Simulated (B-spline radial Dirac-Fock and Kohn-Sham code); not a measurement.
**X-ray scattering factor of W⁶⁹⁺**

System: W⁶⁹⁺ in the configuration [He] 2s2 2p1.

Level of theory: Dirac-Fock densities; an atomic code on a B-spline grid. f₀ is the Fourier transform of the spherical electron density, S the Waller-Hartree incoherent function, and s = sin θ/λ. The electron scattering factor follows from the Mott-Bethe formula f_e = 0.023934 Å⁻¹·(Z − f₀)/s².

```csv
s (Å⁻¹),f₀,S,f_e (Å)
0,5.000,0.000,–
0.05,5.000,0.001,660.582
0.07,4.999,0.001,337.033
0.08,4.999,0.002,258.042
0.1,4.999,0.002,165.148
0.13,4.998,0.004,97.722
0.16,4.996,0.006,64.513
0.2,4.994,0.009,41.290
0.25,4.991,0.015,26.427
0.31,4.986,0.023,17.188
0.38,4.980,0.034,11.440
0.47,4.969,0.052,7.479
0.59,4.951,0.081,4.748
0.73,4.926,0.123,3.102
0.91,4.885,0.189,1.998
1.13,4.825,0.287,1.297
1.41,4.732,0.434,0.834
1.75,4.596,0.643,0.542
2.18,4.396,0.938,0.351
2.71,4.117,1.323,0.228
3.38,3.737,1.800,0.147
4.2,3.271,2.311,0.096
5.22,2.747,2.796,0.063
```

f₀ starts at the number of electrons, 5. The sum of ⟨r²⟩ over the electrons is 0.01916 bohr². For an ion f_e diverges as s goes to zero, because of the net charge.

Values without a named source are computed, but for edge energies of neutral atoms, which are taken from tables.
